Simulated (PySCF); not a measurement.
Calculation: B3LYP-D3(BJ)/def2-TZVP // r2SCAN-D4/def2-SVP (PySCF). All species are isolated molecules in the gas phase. One relaxed conformer stands for a flexible species; it need not be the lowest. B3LYP has the VWN-RPA correlation part, as in Gaussian. 

Reference species: [Hf(OH)3(SH)] (neutral, multiplicity 1).

```
Property                                 Value
-------------------------------------  -------
HOMO–LUMO gap                          6.24 eV
charge on the central atom (Mulliken)   1.51 e
```

Changed species: [Hf(OH)(SH)3] (3 of 4 OH replaced by SH; the reference has 1 of 4 OH replaced by SH).

### Question
Give the shifts of the HOMO–LUMO gap and charge on the central atom (Mulliken).

### Answer
the HOMO–LUMO gap falls by 0.71 eV, to 5.53 eV; the charge on the central atom (Mulliken) falls by 0.34 e, to 1.17 e.
